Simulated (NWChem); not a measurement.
System: CdTe; SMILES [Cd]=[Te]

Here is an NWChem input.

```
start job
memory heap 200 mb stack 900 mb global 1100 mb
geometry units angstroms
  Cd     0.000000     0.000000    -1.324157
  Te     0.000000     0.000000     1.223928
end
basis spherical
  * library sto-3g
end
dft
  xc hfexch
  iterations 150
end
driver
  maxiter 120
end
task dft optimize
task dft freq
```

Excerpt of the output:

```
             Northwest Computational Chemistry Package (NWChem) 7.3.0
             --------------------------------------------------------

 ORDER OF PRIMARY AXIS IS BEING SET TO 4
 C4V symmetry detected

                             Geometry "geometry" -> ""
                             -------------------------

 Output coordinates in angstroms (scale by  1.889725989 to convert to a.u.)

  No.       Tag          Charge          X              Y              Z
 ---- ---------------- ---------- -------------- -------------- --------------
    1 Cd                  48.0000     0.00000000     0.00000000    -1.32500420
    2 Te                  52.0000     0.00000000     0.00000000     1.22308080

 Effective nuclear repulsion energy (a.u.)     518.3604210626

      Symmetry information
      --------------------

 Group name             C4v
 Group number             18
 Group order               8
 No. of unique centers     2

                                Z-matrix (autoz)
                                --------

 Units are Angstrom for bonds and degrees for angles

      Type          Name      I     J     K     L     M      Value
      ----------- --------  ----- ----- ----- ----- ----- ----------
    1 Stretch                  1     2                       2.54809

  xc_inp: hfexch multiplicative factor not found.

                           NWChem Geometry Optimization
                           ----------------------------

 maximum gradient threshold         (gmax) =   0.000450
 rms gradient threshold             (grms) =   0.000300
 maximum cartesian step threshold   (xmax) =   0.001800
 rms cartesian step threshold       (xrms) =   0.001200
 fixed trust radius                (trust) =   0.300000
 source of zmatrix                         =   autoz

          -------------------
          Energy Minimization
          -------------------

 Using diagonal initial Hessian
 Scaling for Hessian diagonals: bonds = 1.00  angles = 0.25  torsions = 0.10

          --------
          Step   0

                                 NWChem DFT Module
                                 -----------------

 Summary of "ao basis" -> "ao basis" (spherical)
 ------------------------------------------------------------------------------
       Tag                 Description            Shells   Functions and Types
 ---------------- ------------------------------  ------  ---------------------
 Cd                          sto-3g                 11       27   5s4p2d
 Te                          sto-3g                 11       27   5s4p2d

      Symmetry analysis of basis
      --------------------------

        a1         22
        a2          0
        b1          4
        b2          4
        e          24

            General Information
            -------------------
          SCF calculation type: DFT
          Wavefunction type:  closed shell.
          No. of atoms     :     2
          No. of electrons :   100
           Alpha electrons :    50
            Beta electrons :    50
          Charge           :     0
          Spin multiplicity:     1
          Use of symmetry is: on ; symmetry adaption is: on
          Maximum number of iterations: 150
          AO basis - number of functions:    54
                     number of shells:    22
          Convergence on energy requested:  1.00D-06
          Convergence on density requested:  1.00D-05
          Convergence on gradient requested:  5.00D-04

              XC Information
              --------------
                     Hartree-Fock (Exact) Exchange  1.000

      Superposition of Atomic Density Guess
      -------------------------------------

 Sum of atomic energies:      -11958.63916811

      Non-variational initial energy
      ------------------------------

 Total energy =  -11958.640228
 1-e energy   =  -17571.447741
 2-e energy   =    5094.447091
 HOMO         =      -0.135287
 LUMO         =       0.055067

      Symmetry analysis of molecular orbitals - initial
      -------------------------------------------------

 !! scf_movecs_sym_adapt:    8 vectors were symmetry contaminated

  Symmetry fudging

 !! scf_movecs_sym_adapt:    8 vectors were symmetry contaminated

  Numbering of irreducible representations:

     1 a1          2 a2          3 b1          4 b2          5 e

  Orbital symmetries:

     1 a1          2 a1          3 a1          4 a1          5 e
     6 e           7 a1          8 a1          9 e          10 e
    11 a1         12 a1         13 e          14 e          15 a1
    16 a1         17 e          18 e          19 a1         20 e
    21 e          22 b1         23 b2         24 a1         25 e
    26 e          27 b2         28 b1         29 a1         30 a1
    31 e          32 e          33 a1         34 a1         35 e
    36 e          37 a1         38 e          39 e          40 b2
    41 b1         42 a1         43 a1         44 e          45 e
    46 b2         47 b1         48 a1         49 e          50 e
    51 a1         52 e          53 e          54 a1

 !! scf_movecs_sym_adapt:    8 vectors were symmetry contaminated

  Symmetry fudging

 !! scf_movecs_sym_adapt:    8 vectors were symmetry contaminated

[...]

      ----------------------
      Optimization converged
      ----------------------

  Step       Energy      Delta E   Gmax     Grms     Xrms     Xmax
  ---- ---------------- -------- -------- -------- -------- --------
@    2  -11958.71773905 -9.4D-05  0.00000  0.00000  0.00934  0.01618
                                     ok       ok

                                Z-matrix (autoz)
                                --------

 Units are Angstrom for bonds and degrees for angles

      Type          Name      I     J     K     L     M      Value     Gradient
      ----------- --------  ----- ----- ----- ----- ----- ---------- ----------
    1 Stretch                  1     2                       2.38620   -0.00000

                         Geometry "geometry" -> "geometry"
                         ---------------------------------

 Output coordinates in angstroms (scale by  1.889725989 to convert to a.u.)

  No.       Tag          Charge          X              Y              Z
 ---- ---------------- ---------- -------------- -------------- --------------
    1 Cd                  48.0000     0.00000000     0.00000000    -1.24406418
    2 Te                  52.0000     0.00000000     0.00000000     1.14214078

 Effective nuclear repulsion energy (a.u.)     553.5259705346

      Symmetry information
      --------------------

 Group name             C4v
 Group number             18
 Group order               8
 No. of unique centers     2

                Final and change from initial internal coordinates
                --------------------------------------------------

                                Z-matrix (autoz)
                                --------

 Units are Angstrom for bonds and degrees for angles

      Type          Name      I     J     K     L     M      Value       Change
      ----------- --------  ----- ----- ----- ----- ----- ---------- ----------
    1 Stretch                  1     2                       2.38620   -0.16188

 ==============================================================================
                                internuclear distances
 ------------------------------------------------------------------------------
       center one      |      center two      | atomic units |  angstroms
 ------------------------------------------------------------------------------
    2 Te               |   1 Cd               |     4.50927  |     2.38620
 ------------------------------------------------------------------------------
                         number of included internuclear distances:          1
 ==============================================================================

[second-derivative integrals and response iterations left out]

  Vibrational analysis via the FX method

  See chapter 2 in "Molecular Vibrations" by Wilson, Decius and Cross

  Vib: Default input used

[...]

 Rotational Constants
 --------------------
 A=   0.000000 cm-1  (  0.000000 K)
 B=   0.048783 cm-1  (  0.070186 K)
 C=   0.048783 cm-1  (  0.070186 K)

 Temperature                      =   298.15K
 frequency scaling parameter      =   1.0000

 Linear Molecule

 Zero-Point correction to Energy  =    0.405 kcal/mol  (  0.000646 au)
 Thermal correction to Energy     =    2.162 kcal/mol  (  0.003446 au)
 Thermal correction to Enthalpy   =    2.755 kcal/mol  (  0.004390 au)

 Total Entropy                    =   62.447 cal/mol-K
   - Translational                =   42.356 cal/mol-K (mol. weight = 243.8103)
   - Rotational                   =   18.580 cal/mol-K (symmetry #  =        1)
   - Vibrational                  =    1.511 cal/mol-K

 Cv (constant volume heat capacity) =    6.669 cal/mol-K
   - Translational                  =    2.979 cal/mol-K
   - Rotational                     =    1.986 cal/mol-K
   - Vibrational                    =    1.703 cal/mol-K

[normal modes left out]

 ----------------------------------------------------------------------------
 Normal Eigenvalue ||           Projected Infra Red Intensities
  Mode   [cm**-1]  || [atomic units] [(debye/angs)**2] [(KM/mol)] [arbitrary]
 ------ ---------- || -------------- ----------------- ---------- -----------
    1        0.000 ||    0.004755           0.110         4.636      11.016
    2        0.000 ||    0.004755           0.110         4.636      11.016
    3        0.000 ||    0.004170           0.096         4.065       9.659
    4        0.000 ||    0.004170           0.096         4.065       9.659
    5        0.000 ||    0.000000           0.000         0.000       0.000
    6      283.609 ||    0.008051           0.186         7.848      18.650
 ----------------------------------------------------------------------------
```

Level: Hartree-Fock/STO-3G, non-relativistic.
